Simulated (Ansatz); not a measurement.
Consider the substitution at a C–Si bond: `BC[SiH](C)F` + `FCS` → `BCSCF` + `C[SiH2]F`.

Program: Ansatz. Geometries: PBE0-D4/def2-TZVP. ΔE: electronic, gas phase. CBS: MP2 limit from def2 TZ/QZ plus the TZ coupled-cluster correction, frozen cores. Functionals use def2-TZVPP. B3LYP here is the variant with VWN-RPA as its local correlation; programs differ in this. Each species was taken in one conformer, which may not be the lowest.

(1) Is it downhill or uphill in electronic energy at CCSD(T)/CBS, and by how much? (An estimate is asked.)

(2) What do these levels give: PBE-D4, ωB97X-V, ωB97M-V, B2PLYP, r2SCAN, PBE0, B3LYP, HF/def2-TZVPP, CCSD(T)/def2-TZVPP, HF/def2-QZVPP, SCS-MP2/def2-QZVPP, HF/CBS(def2)? (Estimate.)

Largest T1 diagnostic among the species: 0.011.

Answers

(1) Computed: Uphill: ΔE = +66.2 kJ/mol.

(2) The calculation gave: PBE-D4 67.1, ωB97X-V 64.0, ωB97M-V 68.2, B2PLYP 64.4, r2SCAN 69.1, PBE0 66.5, B3LYP 63.1, HF/def2-TZVPP 58.6, CCSD(T)/def2-TZVPP 67.9, HF/def2-QZVPP 58.4, SCS-MP2/def2-QZVPP 62.7, HF/CBS(def2) 58.4 kJ/mol.

In def2-TZVPP, CCSD(T) changes the Hartree–Fock value by +9.3 kJ/mol (the triples alone add +0.3 kJ/mol) and MP2 by +8.8 kJ/mol.
